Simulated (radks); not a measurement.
Task: These are the eigenvalues of the occupied orbitals of an atom or ion with whole-number occupations (eV). Method: Dirac Kohn-Sham, PBE, spin-unpolarised, spherical densities, point nucleus; computed with a radial shooting solver on a logarithmic mesh with Libxc functionals.

orbital  eigenvalue
1s1/2     -63163.70
2s1/2     -10744.29
2p1/2     -10253.83
2p3/2     -9136.207
3s1/2     -2434.091
3p1/2     -2217.395
3p3/2     -1979.009
3d3/2     -1611.709
3d5/2     -1559.672
4s1/2     -483.8250
4p1/2     -395.6261
4p3/2     -341.3877
4d3/2     -196.5190
4d5/2     -186.6171
5s1/2      -59.9341
5p1/2      -35.6532
5p3/2      -28.8254
4f5/2       -9.5052
4f7/2       -7.9835
6s1/2       -4.4378
5d3/2       -1.5227
5d5/2       -1.2459

Which element is it, and in what charge state? The configuration may be excited. Open shells, if any, are shared by 2j + 1.

Result: Z = 71, lutetium, charge 0: Lu in [Xe] 4f14 5d2 6s1. The list shows which subshells hold electrons but not how many an open one holds; the 1s level, -2321.2 hartree, gives Z - s = 68.1 by -(Z - s)^2/2, which with screening and relativity narrows Z to a few neighbours, and the depths of the outer levels then fix element, charge and occupations together.
